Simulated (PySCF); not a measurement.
# Polarisability and C₆ of Ge²⁺ (germanium, charge +2)

[Ar] 3d10 4s2, closed-shell 1S. All numbers are calculated (PySCF 2.14, scalar relativity by spin-free X2C-1e, in x2c-TZVPPall with one added diffuse shell each of s, p, d type (7s6p5d1f, 57 functions)). Coupled (time-dependent) response in atomic units; α is the mean over directions.

| method | mean α (bohr³) | C₆ (like pair) | S(−4) |
| --- | --- | --- | --- |
| UHF | 11.90 | 46.43 | 68.77 |
| PBE | 10.15 | 37.61 | 48.61 |
| PBE0 | 10.59 | 39.72 | 53.41 |
| r2SCAN0 | 10.78 | 41.72 | 52.78 |
| BLYP | 9.844 | 36.03 | 45.69 |

S(−4) is the Cauchy moment in α(ω) = α(0) + S(−4) ω² + …

α(iu) at PBE:

| u (hartree) | α(iu) (bohr³) |
| --- | --- |
| 0 | 10.15 |
| 0.0500 | 10.03 |
| 0.100 | 9.683 |
| 0.200 | 8.534 |
| 0.300 | 7.156 |
| 0.500 | 4.817 |
| 0.750 | 3.065 |
| 1.00 | 2.114 |
| 1.50 | 1.204 |
| 2.00 | 0.7915 |
| 3.00 | 0.4257 |
| 5.00 | 0.1849 |

A single London oscillator, α(iu) = α/(1 + u²/ω²), gives C₆ = (3/4) ω α². Matching the computed C₆ needs ω = 4 × 37.61 / (3 × 10.15²) = 0.487 hartree.

For an ion, C₆ is the dispersion term alone; charge-induced terms of lower order in 1/R come first.
